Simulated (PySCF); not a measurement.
Electric field gradients and quadrupole coupling constants

C4H4F2O3.
Cartesian coordinates in Å at the GFN2-xTB level; atoms count from 1:
```xyz
13
C4H4F2O3 angstrom
C     -1.5344   -0.5306    0.1902
C     -0.3506    0.1191   -0.5070
O      0.5730   -0.8524   -0.9718
C      1.7707   -0.7033   -0.4093
O      2.7143   -1.3806   -0.5893
O      1.7597    0.3870    0.4379
C      0.5339    0.9784    0.4341
F      0.6229    2.2567    0.0063
F      0.0452    1.0638    1.6854
H     -1.1986   -1.1234    1.0379
H     -2.2181    0.2372    0.5414
H     -2.0477   -1.1786   -0.5139
H     -0.6747    0.7271   -1.3597
```

Field gradients from the PBE0/pcSseg-1 density (PySCF, non-relativistic), principal values in atomic units, ordered |Vxx| ≤ |Vyy| ≤ |Vzz|:

```
atom      Vxx      Vyy      Vzz
  O3  -0.3450  -1.4022   1.7473
  O5   0.6877   0.7302  -1.4178
  O6  -0.3041  -1.3534   1.6575
```

Question: Find the asymmetry η = (Vxx − Vyy)/Vzz and the couplings χ = eQV/h (234.96 MHz × Q in barn × V in au), with Q(17O) = −0.0256 b.

Answer: 
```tsv
atom	environment	nucleus	η	χzz (MHz)	χxx (MHz)	χyy (MHz)
O3	oxygen singly bound to a carbonyl carbon	17O	0.61	-10.51	2.08	8.43
O5	carbonate carbonyl oxygen	17O	0.03	8.53	-4.14	-4.39
O6	oxygen singly bound to a carbonyl carbon	17O	0.63	-9.97	1.83	8.14
```

The gradient is axial or nearly so (η below 0.05) at O5. The tensor is traceless: Vxx + Vyy + Vzz = 0.

Question: What is Vzz at O6 in SI units (1 au = 9.71736 × 10²¹ V/m²)?

Answer: 1.6575 au = 16.107 × 10²¹ V/m².

Question: What couplings would deuterons (Q(2H) = 0.00286 b) have in place of the hydrogens, at this geometry?

Answer: 
| atom | bonded to | bond length (Å) | Vzz (au) | η | χzz (kHz) |
| --- | --- | --- | --- | --- | --- |
| H10 | C1 | 1.088 | 0.3087 | 0.05 | 207 |
| H11 | C1 | 1.086 | 0.3122 | 0.04 | 210 |
| H12 | C1 | 1.086 | 0.3134 | 0.03 | 211 |
| H13 | C2 | 1.096 | 0.2787 | 0.04 | 187 |

Geometry: GFN2-xTB; no solvent, vibrations or thermal averaging. GFN2-xTB bond lengths can be off by several hundredths of an ångström, more for odd bonds, and the gradients follow them. These gradients aren't converged with respect to the basis.

These values come from a run that also computed NMR shieldings. Time: 22 s of wall time; peak memory 0.77 GiB. Hardware: one thread of an Intel Xeon Platinum 8488C (shared host).
